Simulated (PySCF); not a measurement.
**Correlation energy of Tl⁺ (thallium, charge +1)**

[Xe] 4f14 5d10 6s1 7s1, high-spin 3S determinant (an excited configuration). Calculation: PySCF 2.14, in aug-cc-pVQZ-PP with ECP60MDF; a scalar-relativistic core potential. Frozen: 5s2 5p6 5d10; 2 electrons correlated.

With two correlated electrons CCSD is exact within the correlated space (frozen core and kept virtual orbitals).

```csv
level,correlation energy (mhartree)
CCSD,-4.78
```

Diagnostics: T1 = 0.0087, D1 = 0.0174, largest double amplitude 0.039.

**Question.** Is a single reference adequate?

**Answer.** Yes, within this model without spin-orbit coupling: T1 lies below 0.03 and no double amplitude reaches 0.07.
